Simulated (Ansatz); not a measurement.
The cluster Li6N3⁻, relaxed as a singlet with RKS r2SCAN-D4/def2-SVPD in Ansatz, starting from the GFN1-xTB geometry. Force threshold 0.02 eV/Å.

The restricted singlet is unstable towards broken spin symmetry at other levels; at r2SCAN-D4/def2-SVPD this wasn't settled. The highest occupied level of the charge -1 singlet lies above zero (up to 0.50 eV). The electron is either unbound and held by the finite basis, or the level is raised by self-interaction error. At PBE0-D4/def2-TZVPD a triplet of charge -1 lies 0.23 eV below the restricted singlet at the same geometry. The structure comes from a short search, and lower isomers may exist.

Start:

| atom | x (Å) | y (Å) | z (Å) |
| --- | --- | --- | --- |
| Li1 | -0.390 | -0.285 | -1.760 |
| Li2 | -1.767 | 0.114 | 2.041 |
| Li3 | -0.043 | -1.587 | 0.430 |
| Li4 | 1.768 | -0.205 | -0.597 |
| Li5 | -2.340 | -0.762 | -0.118 |
| Li6 | -1.637 | 1.596 | -0.343 |
| N7 | 3.617 | 0.574 | -0.573 |
| N8 | -2.859 | 0.872 | 0.836 |
| N9 | 3.652 | -0.317 | 0.084 |

```json
{"step": "1", "energy (eV)": "-5688.5012", "largest force component (eV/Å)": "3.767", "SCF passes": "30"}
{"step": "2", "energy (eV)": "-5689.3431", "largest force component (eV/Å)": "1.203", "SCF passes": "34"}
{"step": "3", "energy (eV)": "-5689.7678", "largest force component (eV/Å)": "1.232", "SCF passes": "34"}
{"step": "4", "energy (eV)": "-5689.9644", "largest force component (eV/Å)": "0.523", "SCF passes": "35"}
{"step": "5", "energy (eV)": "-5690.1589", "largest force component (eV/Å)": "0.685", "SCF passes": "36"}
{"step": "6", "energy (eV)": "-5690.4224", "largest force component (eV/Å)": "0.901", "SCF passes": "36"}
{"step": "7", "energy (eV)": "-5690.8013", "largest force component (eV/Å)": "1.191", "SCF passes": "37"}
{"step": "8", "energy (eV)": "-5691.2334", "largest force component (eV/Å)": "1.058", "SCF passes": "35"}
{"step": "9", "energy (eV)": "-5691.4045", "largest force component (eV/Å)": "0.775", "SCF passes": "36"}
{"step": "10", "energy (eV)": "-5691.5192", "largest force component (eV/Å)": "0.414", "SCF passes": "40"}
{"step": "11", "energy (eV)": "-5691.6384", "largest force component (eV/Å)": "0.558", "SCF passes": "32"}
{"step": "12", "energy (eV)": "-5691.8787", "largest force component (eV/Å)": "0.593", "SCF passes": "33"}
{"step": "13", "energy (eV)": "-5692.2459", "largest force component (eV/Å)": "0.606", "SCF passes": "33"}
{"step": "14", "energy (eV)": "-5692.5948", "largest force component (eV/Å)": "0.287", "SCF passes": "35"}
{"step": "15", "energy (eV)": "-5692.7663", "largest force component (eV/Å)": "0.343", "SCF passes": "36"}
{"step": "16", "energy (eV)": "-5692.8400", "largest force component (eV/Å)": "0.088", "SCF passes": "31"}
{"step": "17", "energy (eV)": "-5692.8449", "largest force component (eV/Å)": "0.123", "SCF passes": "35"}
{"step": "18", "energy (eV)": "-5692.8452", "largest force component (eV/Å)": "0.153", "SCF passes": "28"}
{"step": "19 (rejected)", "energy (eV)": "-5692.8287", "largest force component (eV/Å)": "1.735", "SCF passes": "32"}
{"step": "20", "energy (eV)": "-5692.8491", "largest force component (eV/Å)": "0.043", "SCF passes": "27"}
{"step": "21", "energy (eV)": "-5692.8492", "largest force component (eV/Å)": "0.044", "SCF passes": "18"}
{"step": "22 (rejected)", "energy (eV)": "-5692.8487", "largest force component (eV/Å)": "0.223", "SCF passes": "31"}
{"step": "23", "energy (eV)": "-5692.8502", "largest force component (eV/Å)": "0.021", "SCF passes": "27"}
{"step": "24", "energy (eV)": "-5692.8511", "largest force component (eV/Å)": "0.028", "SCF passes": "27"}
{"step": "25", "energy (eV)": "-5692.8513", "largest force component (eV/Å)": "0.011", "SCF passes": "28"}
{"step": "26", "energy (eV)": "-5692.8513", "largest force component (eV/Å)": "0.007", "SCF passes": "28"}
```

Force components are those of the run's own axes.

End:

Cartesian coordinates in Å:
```
Li -0.872 -0.414 -1.897
Li -0.942 0.203 1.900
Li -0.699 -1.927 0.579
Li 1.081 0.120 0.000
Li -2.816 -0.322 0.003
Li -1.115 1.718 -0.579
N 3.110 0.662 -0.491
N -0.929 -0.107 0.001
N 3.180 0.067 0.484
```

Bonds formed: Li1–N8, Li3–N8, Li4–N8 (atoms count from 1). Metal–metal contacts that move far: Li2–Li4 4.42 to 2.78 Å, Li4–Li6 3.86 to 2.78 Å.

The force fell under the threshold at step 25, but the optimiser went on. No frequencies were taken in this run, so the end may be a saddle point.

Run time 61 s (4 threads of Arm Neoverse V2 on a shared host).
